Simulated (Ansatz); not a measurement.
`[AlH2][CH2][SiH2][SiH3]` at its PBE0-D4/def2-TZVP geometry, where that method's forces vanish. The species carries charge 0 and has multiplicity 1.

| atom | x (Å) | y (Å) | z (Å) |
| --- | --- | --- | --- |
| Al1 | 1.122 | -1.335 | -0.311 |
| C2 | 1.066 | 0.076 | 1.076 |
| Si3 | -0.681 | 0.716 | 1.072 |
| Si4 | -1.154 | 0.606 | -1.222 |
| H5 | 2.266 | -1.331 | -1.414 |
| H6 | 0.203 | -2.613 | -0.085 |
| H7 | 1.763 | 0.878 | 0.815 |
| H8 | 1.342 | -0.307 | 2.063 |
| H9 | -0.908 | 2.086 | 1.612 |
| H10 | -1.608 | -0.219 | 1.766 |
| H11 | -0.687 | 1.773 | -2.016 |
| H12 | -0.223 | -0.520 | -1.673 |
| H13 | -2.501 | 0.189 | -1.684 |

For each bond, give half the difference of the two atoms' forces along it (eV/Å; positive pushes the atoms apart) under PBE-D4, r2SCAN-D4, B3LYP-D4, ωB97M-V in def2-TZVPP. (An estimate is asked.)

Computed: 
```csv
bond,length (Å),PBE-D4,r2SCAN-D4,B3LYP-D4,ωB97M-V
Al1–C2,1.979,0.01,0.01,0.12,0.08
Al1–H5,1.589,0.05,-0.02,-0.13,-0.14
Al1–H6,1.591,0.04,-0.02,-0.09,-0.10
C2–Si3,1.860,0.04,0.03,0.12,0.05
C2–H7,1.095,0.10,0.00,-0.05,-0.04
C2–H8,1.094,0.10,-0.01,-0.06,-0.04
Si3–Si4,2.345,-0.08,0.03,0.16,0.11
Si3–H9,1.490,0.08,-0.01,-0.12,-0.13
Si3–H10,1.488,0.08,-0.02,-0.10,-0.12
Si4–H11,1.487,0.10,-0.02,-0.09,-0.12
Si4–H12,1.529,0.10,-0.01,-0.08,-0.10
Si4–H13,1.485,0.09,-0.03,-0.10,-0.12
```

B3LYP here is the variant with VWN-RPA as its local correlation; programs differ in this.
